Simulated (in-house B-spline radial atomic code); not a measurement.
RPA and G0W0 on wB97X: the indium ion In⁸⁺

Configuration [Kr] 4d5, highest spin, mean-field start wB97X. Computed with an all-electron radial atomic-structure program (B-spline basis): all electrons, non-relativistic, point nucleus, each spin shell either full or empty, empty states to l = 9 with an (l + 1/2)⁻⁴ tail; G0W0 by contour deformation at full frequency.

Without relativity these are model numbers: it shifts the levels of so heavy an element strongly and can reorder them.

Command:
```bash
python run_gw.py task.json out
```
Settings (radii: box in bohr, nucleus in fm):
```
Z                        49
electrons                41
configuration            [Kr] 4d5
hamiltonian              nr
method                   wb97x
lmax                     9
spin_polarised           True
box_radius               7.7
intervals                50
```

Run time, properties included: 5 s on 1 thread of Arm Neoverse N1 (shared host).

Energies (hartree):

```tsv
term	value
mean-field total	-5723.71730
Hartree-Fock functional on these orbitals	-5721.55329
direct second order	-3.3898
second-order exchange	0.96883
SOSEX correction	0.91734
```

Question: What is the RPA correlation energy, and what remains with SOSEX?

Answer: RPA gives -3.0723 hartree (-2.04 eV per electron); RPA + SOSEX gives -2.155, and the second-order doubles -2.4209 hartree (no singles). RPA lacks exchange-type terms and so overcorrelates at short range.

Quasi-particle levels (eV):

```
  level  occupied  mean field  Σx - vxc     Σc  QP weight     G0W0
  4d up       yes     -153.23     -6.04      ?          ?        ?
4p down       yes     -209.17     -5.37  -0.78      0.968  -215.32
4s down       yes     -246.77    -11.80   5.86      0.884  -252.71
4d down        no     -136.61      8.37  -3.79      0.974  -132.03
```

G0W0 = mean field + (Σx - vxc) + Σc, with Σc (partial-wave tail included) taken at the quasi-particle energy. Only the outer levels were computed. Levels of low weight are left out.

Question: Where does G0W0 put 4d up?

Answer: At -159.47 eV, with Σc = -0.19 eV and a quasi-particle weight of 0.974. The tabulated removal energy is 156 ± 2.2 eV (NIST, tabulated theory); the calculation leaves out relativity, Breit and QED terms, and what these don't explain is the method's own error.
